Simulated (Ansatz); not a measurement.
One change: `CC1=[N+](C)[Al-]([CH3])([Cl])[N]1C` becomes `CC1=[N+](C)[AlH2-][N]1C`.

Ansatz, PBE0-D4/def2-TZVP geometries, multiplicity 1. 

```json
{"property": "HOMO energy (PBE/def2-TZVPP) / eV", "`CC1=[N+](C)[Al-]([CH3])([Cl])[N]1C`": "-5.31"}
{"property": "HOMO–LUMO gap (PBE0/def2-TZVPP) / eV", "`CC1=[N+](C)[Al-]([CH3])([Cl])[N]1C`": "6.31"}
{"property": "HOMO–LUMO gap (ωB97M-V/def2-TZVPP) / eV", "`CC1=[N+](C)[Al-]([CH3])([Cl])[N]1C`": "10.44"}
{"property": "HOMO–LUMO gap (B3LYP/def2-TZVPP) / eV", "`CC1=[N+](C)[Al-]([CH3])([Cl])[N]1C`": "5.87"}
{"property": "HOMO energy (B3LYP/def2-TZVPP) / eV", "`CC1=[N+](C)[Al-]([CH3])([Cl])[N]1C`": "-6.31"}
{"property": "HOMO–LUMO gap (PBE/def2-TZVPP) / eV", "`CC1=[N+](C)[Al-]([CH3])([Cl])[N]1C`": "4.15"}
```

Question: What does the change do to each property? (An estimate is asked.)

Answer: The calculation gave: 
```tsv
property	`CC1=[N+](C)[AlH2-][N]1C`	shift
HOMO energy (PBE/def2-TZVPP) / eV	-5.18	0.13
HOMO–LUMO gap (PBE0/def2-TZVPP) / eV	6.39	0.08
HOMO–LUMO gap (ωB97M-V/def2-TZVPP) / eV	10.53	0.09
HOMO–LUMO gap (B3LYP/def2-TZVPP) / eV	5.94	0.07
HOMO energy (B3LYP/def2-TZVPP) / eV	-6.16	0.15
HOMO–LUMO gap (PBE/def2-TZVPP) / eV	4.24	0.09
```

With PBE0 the HOMO rises by 0.14 eV and the LUMO rises by 0.22 eV, so the gap widens by about 0.08 eV. PBE moves the HOMO by 0.13 eV and ωB97M-V by 0.14 eV.

Positive LUMOs are unbound, so they and the gaps depend on the basis.

B3LYP here is the variant with VWN-RPA as its local correlation; programs differ in this.
